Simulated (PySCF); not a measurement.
Spin states of KI

Unrestricted PBE0; basis K def2-TZVPP, I def2-TZVPP with ECP28; scalar-relativistic core potentials; PySCF 2.14. Outer shells of the fragments: K 4s1; I 4d10 5s2 5p5.

Followed along the bond (rough minima from three points):

```
2Ms+1  unpaired  ⟨S²⟩ at the start  R at minimum (Å)  Te (eV)
    1      none               0.00              3.08     0.00
    3  σ ↑, π ↑               2.00  none in the scan   ≤ 3.50
```

Solutions found at the starting distance of 3.255 Å, counted from the lowest of them; the search is not exhaustive and high or unbound solutions are not listed, so other states can lie among these:

```tsv
2Ms+1	unpaired	term	E (eV)	⟨S²⟩	⟨Lz²⟩	μ (D)
1	none	¹Σ⁺	0.00	0.00	0.00	-11.90
3	σ ↑, π ↑	³Π	3.56	2.00	1.01	2.69
1	σ ↑, π ↓	mixed	3.58	1.00	1.01	2.86
3	σ ↑↑	³Σ⁺	3.77	2.00	0.00	2.60
3	π ↑↑	mixed	4.91	2.00	2.01	0.45
3	π ↑↑	mixed	4.99	2.00	2.01	1.12
3	σ ↑, π ↑	³Π	5.21	2.00	1.00	0.74
```

A term symbol is given only where ⟨S²⟩ and ⟨Lz²⟩ are close to those of a pure state; real π, δ and φ orbitals otherwise mix terms. A positive dipole means K(−)I(+).

The measured ground state is X ¹Σ+ (Huber and Herzberg, Constants of Diatomic Molecules (1979)).

Spin–orbit coupling is left out. Counting both spins, an empty level lies below a filled one in some of these solutions, because spin and occupation are held.
